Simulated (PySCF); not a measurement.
H3ClSi3, SMILES `[SiH]1[SiH]([SiH]=1)Cl`, neutral singlet in the gas phase. 

Cartesian coordinates (Å):
```xyz
7

Cl     2.6908    -0.3264    -0.6293
Si     0.9489    -0.0501     0.4563
Si    -1.0254    -0.9830    -0.1551
Si    -0.8177     1.1163    -0.3563
H      1.4315     0.0361     1.8564
H     -1.8427    -2.2099    -0.3647
H     -1.3856     2.4170    -0.8072
```
Charge 0, multiplicity 1.

All levels are single points at this geometry (PBE0-D3(BJ)/def2-TZVP); Pople sets use spherical d functions. Orbital energies aren't observables, and empty levels follow the basis.

B3LYP/6-311+G** in PySCF gives dipole (D) = 2.32.

Question: Estimate the dipole (D) from each of these levels: M06-2X/def2-TZVP in PySCF; B3LYP/3-21G in PySCF; B3LYP/6-31G* in PySCF; BP86/6-31G* in PySCF; M06-2X/6-31G* in PySCF.

Answer: 
```tsv
level	dipole (D)
M06-2X/def2-TZVP in PySCF	2.14
B3LYP/3-21G in PySCF	2.95
B3LYP/6-31G* in PySCF	2.22
BP86/6-31G* in PySCF	2.09
M06-2X/6-31G* in PySCF	2.41
```
